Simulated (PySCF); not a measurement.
# Two-component Hartree-Fock for Xe³⁺ (xenon, charge +3)

Start: [Kr] 4d10 5s2 5p3; 5p1/2 filled at m_j = -1/2, +1/2; 5p3/2 filled at m_j = +3/2. Calculated with PySCF 2.14 in x2c-QZVPPall-2c: generalised Hartree-Fock with the X2C-1e Hamiltonian and a Gaussian nucleus; one run each with spin-orbit coupling (SO) switched off, then screened by Boettger's factors.

```
spinor shell  electrons  ε, spin-free (eV)  ε, screened SO (eV)  weight of nominal j (screened SO)  rms radius, screened SO (bohr)
       1s1/2          2           -34762.1             -34758.4                              1.000                          0.0305
       2s1/2          2            -5540.7              -5539.5                              1.000                           0.124
       2p1/2          2            -4968.0              -5194.2                              1.000                           0.107
       2p3/2          4            -4968.0              -4866.5                              1.000                           0.112
       3s1/2          2            -1203.8              -1203.4                              1.000                           0.326
       3p1/2          2            -1014.4              -1058.5                              1.000                           0.318
       3d3/2          4            -734.14              -741.89                              1.000                           0.302
       3d5/2          6            -734.14              -728.50                              1.000                           0.306
       4s1/2          2            -262.84              -262.65                              1.000                           0.761
       4p1/2          2            -200.10              -208.99                              0.999                           0.796
       4p3/2          4            -200.10              -195.90                              0.999                           0.824
       4d3/2          4            -105.88              -107.11                              0.983                           0.935
       4d5/2          6            -105.88              -104.83                              0.989                           0.943
       5s1/2          2            -56.007              -55.954                              1.000                            1.88
       5p1/2          2            -43.382              -43.757                              0.688                            2.11
       5p3/2          1            -43.382              -42.642                              1.000                            2.16
```

**Question.** Where does 3p3/2 lie, and what is the 3p spin-orbit splitting (screened SO)?

**Answer.** At -994.33 eV, 64.159 eV above 3p1/2.

```csv
quantity,spin-free,screened SO
E (hartree),-7440.19849,-7442.63653
M_J,3/2,3/2
⟨J²⟩,3.751,3.761
⟨L²⟩,0.000,0.211
⟨S²⟩,3.751,3.528
```

Each row is a mean over spinors that exchange with the open shell spreads, by up to 8.307 eV (5s1/2).

Rows whose weight is well below 1 are mixtures of j = l ± 1/2: exchange outweighs spin-orbit coupling there, and the label is only the starting occupation.

Breit and QED terms are absent; they matter most for the inner s and p1/2 levels.

Densities and radii are taken from the X2C orbitals without a picture-change correction, which distorts them close to the nucleus.

Without spin-orbit coupling the j labels of p, d and f shells carry no meaning; the spin-free column gives the mean over the occupied spinors of each nl shell.
